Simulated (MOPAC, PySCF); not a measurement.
C₃H₆S, SMILES `C/C=C/S` (C–C–S–H torsion 0°), neutral singlet in the gas phase. 

Z-matrix (Å, degrees):
```
C
C 1 1.3284
H 2 1.0869 1 120.36
H 1 1.0882 2 119.22 3 180.00
C 1 1.4903 4 116.82 2 -180.00
H 5 1.0916 1 111.42 4 -180.00
H 5 1.0948 6 108.04 1 122.43
H 5 1.0948 6 108.04 7 115.14
S 2 1.7478 3 111.35 1 180.00
H 9 1.3430 2 97.14 3 -180.00
```
Charge 0, multiplicity 1.

All levels are single points at this geometry (PBE0-D3(BJ)/def2-TZVP); Pople sets use spherical d functions. Orbital energies aren't observables, and empty levels follow the basis.

HF/3-21G in PySCF gives dipole (D) = 1.93.

### Question
Estimate the dipole (D) from each of these levels: PBE-D3(BJ)/def2-TZVP in PySCF; PBE0-D3(BJ)/def2-TZVP in PySCF; ωB97X-D3(BJ)/def2-TZVP in PySCF; B3LYP/3-21G in PySCF; B3LYP/6-311+G** in PySCF; B3LYP/6-31G* in PySCF; B3LYP/LANL2DZ in PySCF; M06-2X/6-31G* in PySCF; PBE/6-31G* in PySCF; HF/6-31G* in PySCF; HF/STO-3G in PySCF; PM6 in MOPAC.

### Answer

```tsv
level	dipole (D)
PBE-D3(BJ)/def2-TZVP in PySCF	1.24
PBE0-D3(BJ)/def2-TZVP in PySCF	1.33
ωB97X-D3(BJ)/def2-TZVP in PySCF	1.39
B3LYP/3-21G in PySCF	1.69
B3LYP/6-311+G** in PySCF	1.40
B3LYP/6-31G* in PySCF	1.42
B3LYP/LANL2DZ in PySCF	1.73
M06-2X/6-31G* in PySCF	1.47
PBE/6-31G* in PySCF	1.43
HF/6-31G* in PySCF	1.58
HF/STO-3G in PySCF	0.68
PM6 in MOPAC	1.96
```
